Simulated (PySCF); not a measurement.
Cl₂HSi, SMILES Cl[SiH]Cl, multiplicity 2.

Coordinates come from a PBE-D3(BJ)/def2-TZVP optimisation. The isomer is the one that the SMILES or the coordinates give; other isomers of the formula were not compared.

Computed with PBE-D3(BJ)/def2-TZVP in PySCF 2.14.0.

Frequencies are harmonic and unscaled.

```tsv
mode	ν (cm⁻¹)	IR (km/mol)	moving atoms (share of kinetic energy)
1	170	1.6	Cl 78 %, Si 22 %
2	494	38.0	Cl 51 %, Si 47 %
3	554	123.6	Si 56 %, Cl 38 %
4	624	22.8	H 86 %, Si 12 %
5	709	75.4	H 91 %
6	2098	68.7	H 96 %
```
